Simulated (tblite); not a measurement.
C2H7F3O2Si3.
Atom-mapped SMILES: `[F:1][C:2]([F:3])([F:4])[C@@H:5]1[SiH2:6][O:7][Si@@H:8]1[O:9][SiH3:10]` (hydrogens: H11 on C5; H12, H13 on Si6; H14 on Si8; H15, H16, H17 on Si10)

A start from a force field or distance geometry was refined with GFN2-xTB geometry optimisation, gas phase in tblite. Values at the start:

| coordinate | start |
| --- | --- |
| F1–C2 | 1.386 Å |
| C2–C5 | 1.499 Å |
| C5–Si6 | 1.886 Å |
| C5–Si8 | 1.840 Å |
| C5–H11 | 1.104 Å |
| Si6–O7 | 1.743 Å |
| Si6–H12 | 1.451 Å |
| Si6–H13 | 1.448 Å |
| O7–Si8 | 1.727 Å |
| Si8–O9 | 1.681 Å |
| Si8–H14 | 1.475 Å |
| O9–Si10 | 1.709 Å |
| Si10–H15 | 1.483 Å |
| F1–C2–C5 | 107.5° |
| C2–C5–Si6 | 107.7° |
| C2–C5–Si8 | 119.2° |
| C5–Si6–O7 | 84.4° |
| Si6–C5–Si8 | 77.3° |
| Si6–O7–Si8 | 84.2° |
| O7–Si8–O9 | 117.6° |
| Si8–O9–Si10 | 105.9° |

Problem. How do these coordinates change at the GFN2-xTB level?

Solution. 
```json
{"coordinate": "Si8–O9", "GFN2-xTB (Å or °)": "1.592", "change": "-0.089"}
{"coordinate": "C5–Si8", "GFN2-xTB (Å or °)": "1.927", "change": "+0.087"}
{"coordinate": "Si6–O7", "GFN2-xTB (Å or °)": "1.658", "change": "-0.085"}
{"coordinate": "O9–Si10", "GFN2-xTB (Å or °)": "1.643", "change": "-0.066"}
{"coordinate": "O7–Si8", "GFN2-xTB (Å or °)": "1.663", "change": "-0.064"}
{"coordinate": "C5–Si6", "GFN2-xTB (Å or °)": "1.929", "change": "+0.043"}
{"coordinate": "F1–C2", "GFN2-xTB (Å or °)": "1.355", "change": "-0.031"}
{"coordinate": "Si8–H14", "GFN2-xTB (Å or °)": "1.445", "change": "-0.030"}
{"coordinate": "Si10–H15", "GFN2-xTB (Å or °)": "1.461", "change": "-0.022"}
{"coordinate": "C2–C5", "GFN2-xTB (Å or °)": "1.478", "change": "-0.021"}
{"coordinate": "C5–H11", "GFN2-xTB (Å or °)": "1.088", "change": "-0.016"}
{"coordinate": "Si6–H13", "GFN2-xTB (Å or °)": "1.453", "change": "+0.005"}
{"coordinate": "Si6–H12", "GFN2-xTB (Å or °)": "1.450", "change": "-0.001"}
{"coordinate": "Si8–O9–Si10", "GFN2-xTB (Å or °)": "158.1", "change": "+52.2"}
{"coordinate": "Si6–O7–Si8", "GFN2-xTB (Å or °)": "101.7", "change": "+17.5"}
{"coordinate": "C2–C5–Si6", "GFN2-xTB (Å or °)": "115.2", "change": "+7.5"}
{"coordinate": "Si6–C5–Si8", "GFN2-xTB (Å or °)": "83.8", "change": "+6.5"}
{"coordinate": "F1–C2–C5", "GFN2-xTB (Å or °)": "113.2", "change": "+5.7"}
{"coordinate": "O7–Si8–O9", "GFN2-xTB (Å or °)": "112.7", "change": "-4.9"}
{"coordinate": "C5–Si6–O7", "GFN2-xTB (Å or °)": "87.2", "change": "+2.8"}
{"coordinate": "C2–C5–Si8", "GFN2-xTB (Å or °)": "116.6", "change": "-2.6"}
```

The energy falls by 2.530 eV over 124 L-BFGS steps, the largest force on an atom goes from 3.83 to 0.009 eV/Å, and the atoms move by 1.412 Å rms after alignment. The bond that changes most is Si8–O9 (oxygen-bound silicon to siloxane oxygen), which shortens by 0.089 Å. Bonds longer at the end by more than 0.005 Å: 3 of 17; shorter: 12. Among the dihedrals that turn most is O7–Si8–O9–Si10, from 114° to -66°. Rotational constants go from 1493, 575.1, 474.1 to 1018, 813.3, 551.8 MHz.

The run took 1.2 s wall on an Arm Neoverse V2 with one thread, no GPU, shared host.

Its GFN2-xTB frequencies are all real (lowest 30 cm⁻¹). One conformer, not necessarily the lowest.

These are computed values.
